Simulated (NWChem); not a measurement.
System: C2H8OSi; SMILES C[SiH](C)O

```xyz
12

Si     0.0790     0.3574     0.0000
C     -0.8484    -0.2011    -1.5452
C     -0.8484    -0.2011     1.5452
O      1.6694    -0.1762     0.0000
H      0.2097     1.8381     0.0000
H     -0.9632    -1.2917    -1.5864
H     -0.3266     0.1150    -2.4556
H     -1.8557     0.2340    -1.5696
H     -0.3266     0.1150     2.4556
H     -0.9632    -1.2917     1.5864
H     -1.8557     0.2340     1.5696
H      1.8011    -1.1343     0.0000
```
Atoms are numbered in this order, from 1.

Results from NWChem. Structure relaxed at the B3LYP/6-31G* (spherical d) level. B3LYP is NWChem's, with the RPA form of VWN correlation.

Problem. Order these by “orbital gap (eV)”, lowest first: B3LYP/aug-cc-pVDZ; B3LYP/cc-pVDZ; B3LYP/cc-pVTZ.

Solution. B3LYP/aug-cc-pVDZ (7.40), B3LYP/cc-pVTZ (8.34), B3LYP/cc-pVDZ (8.66)
